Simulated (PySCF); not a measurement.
Isomers of C8H8O. Computed with PySCF 2.14.0, PBE0-D3(BJ)/def2-SVP geometry optimisation, gas phase. One conformer each; no zero-point energy, no entropy. No frequencies were run at this level. Point groups hold within 0.08 Å.

Task: Order them by energy at this level, lowest first, and give relative energies in kcal/mol.
A. `[CH2:1]=[C:2]1[CH:3]=[CH:4][CH:5]=[C:6]1[C:7]([CH3:8])=[O:9]` with C5–C6–C7–C8 -1°
B. `[CH3:1][c:2]1[cH:3][cH:4][c:5]([CH:6]=[O:7])[cH:8][cH:9]1` with C4–C5–C6–O7 0° (p-tolualdehyde)
C. `[O:1]=[CH:2][CH2:3][c:4]1[cH:5][cH:6][cH:7][cH:8][cH:9]1` with O1–C2–C3–C4 -125°, C2–C3–C4–C5 -99°

Result: B (0.0), C (7.2), A (30.7).

As drawn, the lowest has an aromatic ring, which the highest lacks; the highest has a C=C bond outside aromatic rings, which the lowest lacks.

```
           SMILES      E (Eh)  E rel (kcal/mol)  dipole (D)  point group       A, B, C (MHz)
   Cc1ccc(C=O)cc1  -384.17931               0.0        3.73            –  4992, 987.7, 828.9
     O=CCc1ccccc1  -384.16790               7.2        2.62           C1  4092, 980.6, 857.4
C=C1C=CC=C1C(C)=O  -384.13032              30.7        2.47            –   2826, 1487, 980.2
```
